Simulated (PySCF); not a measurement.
In(3+) (indium, charge +3) across methods

[Kr] 4d10, closed-shell 1S. Calculation: PySCF 2.14, in aug-cc-pVTZ-PP with ECP28MDF; a scalar-relativistic core potential.

```csv
method,E (hartree),mean ε 4s (eV),mean ε 4p (eV),mean ε 4d (eV),Σ⟨r²⟩ (bohr²),⟨S²⟩
r2SCANh,-188.2314,-156.73,-112.92,-49.039,23.03,0.000
PBE,-188.1587,-151.28,-108.85,-47.671,23.22,0.000
PBE0,-188.1806,-157.54,-113.88,-50.163,23.11,0.000
LDA,-187.8005,-151.12,-108.74,-47.805,23.35,0.000
B3LYP,-188.2245,-156.51,-113.05,-49.775,23.19,0.000
M06,-188.2471,-156.12,-113.08,-50.210,23.05,0.000
UHF,-187.41536,-175.20,-127.86,-56.502,22.92,0.000
revPBE,-188.2261,-151.24,-108.80,-47.596,23.19,0.000
r2SCAN,-188.2388,-154.66,-111.20,-48.083,23.05,0.000
```

Energies and moments cover only the electrons outside the core potential.
